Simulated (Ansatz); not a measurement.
Input for Ansatz (a quantum-chemistry and plane-wave program): R-wB97X-V/def2-TZVPPD on CH7NSe (a complex), monomers drawn apart or pushed together. Files ending in .json are basis or fitting sets from the Basis Set Exchange.

Ansatz 0.2 input:
```yaml
crystal:
  periodic: [false, false, false]
  atoms:
    - {symbol: C, position_ang: [0.42266920, -0.08409219, -0.17174038]}
    - {symbol: N, position_ang: [-0.56392928, 0.64091677, 0.62844889]}
    - {symbol: H, position_ang: [0.01573767, -1.05905078, -0.44483626]}
    - {symbol: H, position_ang: [1.31075178, -0.26230605, 0.43577258]}
    - {symbol: H, position_ang: [0.73302948, 0.42346912, -1.09424791]}
    - {symbol: H, position_ang: [-1.41733207, 0.79590041, 0.10579976]}
    - {symbol: H, position_ang: [-0.21135666, 1.55009867, 0.90148183]}
    - {symbol: Se, position_ang: [-0.44631555, -0.95797449, 4.68855588]}
    - {symbol: H, position_ang: [-0.90207821, -1.98476373, 3.74710064]}
    - {symbol: H, position_ang: [-0.32045933, -1.94968676, 5.77780288]}
basis:
  gaussian:
    orbitals: def2-TZVPPD.json
hamiltonian:
  xc: {name: wB97X-V}
scf: {lower_state_search: off}
```

Program output:

```
WARN ansatz: RAYON_NUM_THREADS=1 ignored (pool sized by the plan → 1); use --threads N
Functional definition: wB97X-V
these checks for a lower state are left out or cut short: stability, starts, cluster_reference, orbital_swaps, neighbouring_geometries, increment
integrals: 0.21 GiB planned
1203 factors; their error is unknown
integrals: 0.24 GiB planned
348 factors; integrals over basis functions are off by at most 5.4e-5 eV
mean field: 1.74 GiB planned
mean field evaluation 1: about -67980.9152 eV, gradient 4.3e1 eV
mean field evaluation 2: about -67982.0122 eV, gradient 3.7e1 eV
mean field evaluation 4: about -67984.6300 eV, gradient 1.2e0 eV
mean field evaluation 8: about -67984.8168 eV, gradient 5.3e-1 eV
mean field evaluation 16: about -67984.8171 eV, gradient 2.1e-5 eV
mean field -67984.81712238 eV, -2498.3959474832 hartree, gradient 6.0e-6 eV, S^2 0.000000; 0 other end points of the search recorded, 0 dependent functions left out
reference -67984.81711952 eV, -2498.3959473784 hartree; 27, 27 occupied and 223, 223 virtual orbitals, 1203 factors
Total energy: -67984.81711952 eV, -2498.3959473784 hartree
Checks for a lower state left out: stability, starts, cluster_reference, orbital_swaps, neighbouring_geometries, increment
```

Self-consistency was reached.

Cost: roughly 13 core-seconds.
